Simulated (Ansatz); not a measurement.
Species: H3FSi, SMILES `F[SiH3]` (charge 0, multiplicity 1).

Q: Give a relaxed geometry from PBE0-D3(BJ)/def2-TZVP run with Ansatz (a quantum-chemistry and plane-wave program).

A: the end point of this relaxation (outside a Z-matrix the atoms follow the SMILES, hydrogens last).
Cartesian coordinates (Å) in one orientation:
```xyz
5

F      1.549    -0.160     0.080
Si    -0.040     0.004    -0.002
H     -0.342     1.335    -0.579
H     -0.592    -0.107     1.369
H     -0.575    -1.072    -0.868
```
